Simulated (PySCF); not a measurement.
iodoethane (C₂H₅I), singlet, at a GFN2-xTB geometry (core potentials on I), with bond 4-1 at 1.3 times its length. Base run: BLYP/def2-SVP run with PySCF.

Input for PySCF:
```python
from pyscf import gto, scf, dft

mol = gto.Mole()
mol.atom = '''
    C    -2.412823   -0.334392   -0.197349
    C    -1.092972   -1.035023   -0.421310
    I     0.589374    0.225239    0.102135
    H    -2.573415    0.027778    1.160575
    H    -3.226176   -1.005025   -0.473460
    H    -2.487228    0.564973   -0.805280
    H    -1.000851   -1.924774    0.196018
    H    -0.951449   -1.300541   -1.465680
'''
mol.basis = 'def2-svp'
mol.ecp = {'I': 'def2-svp'}
mol.charge = 0
mol.spin = 0
mol.verbose = 4
mol.build()

mf = dft.RKS(mol)
mf.xc = 'blyp'
mf.kernel()
mf.analyze()
```

The base run was repeated with changes; each row names its change, and settings that it needs were set with it.

```tsv
change	ΔE vs base (mEh)	SCF cycles	outcome
base	0.000	13	converged
conv_tol_grad = 1e-3	0.000	13	converged
init_guess = vsap	-	-	input refused
solver = newton; init_guess = 1e	0.000	-	converged
diis_space = 4	0.000	15	converged
conv_tol = 1e-11	0.000	15	converged
solver = newton	0.000	-	converged
DIIS = EDIIS	-	50	not converged
DIIS = ADIIS	0.000	22	converged
diis = off (with mf.max_cycle = 100)	-	100	not converged
diis = off; damp = 0.6 (with mf.diis_start_cycle = 200; with mf.max_cycle = 150)	0.000	18	converged
diis_space = 20	0.000	13	converged
conv_tol = 1e-12	0.000	17	converged
```

- init_guess = vsap: ended with `AssertionError: ECP or PP not supported`
